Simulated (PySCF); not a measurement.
# S⁺: ionisation energy

S⁺ [Ne] 3s2 3p3 [3p1/2^2 3p3/2^1, M_J = 3/2] → S²⁺ [Ne] 3s2 3p2 [3p1/2^2, M_J = 0], as a difference of total energies. Computed with PySCF 2.14 in an uncontracted even-tempered set (22 s from 0.026 bohr⁻², ratio 2.4; 15 p from 0.034 bohr⁻², ratio 2.4; 6 d from 0.67 bohr⁻², ratio 2.6; 5 f from 1 bohr⁻², ratio 2.6), with the two-component X2C-1e Hamiltonian. Correlated levels: 1s2 frozen; the 52 highest virtual spinors dropped. "Screened" scales the spin-orbit matrix elements by Boettger's factors to mimic the two-electron term; Breit and QED terms are absent.

```json
{"method": "GHF (screened spin-orbit)", "ionisation energy (eV)": "22.792", "error (eV)": "-0.546"}
{"method": "GMP2 (screened spin-orbit)", "ionisation energy (eV)": "23.167", "error (eV)": "-0.171"}
```

Reference: 23.338 eV (measured; NIST Atomic Spectra Database, ionization energies).

The labels give the starting determinants; with spin-orbit coupling the two ends relaxed to ⟨J²⟩ = 3.75, ⟨L²⟩ = 0.00, ⟨S²⟩ = 3.75 and ⟨J²⟩ = 1.90, ⟨L²⟩ = 2.01, ⟨S²⟩ = 2.00.

The determinant of S²⁺ mixes levels of different J (the jj label is only the starting occupation), so the difference between spin-free and spin-orbit rows is not the physical spin-orbit shift.
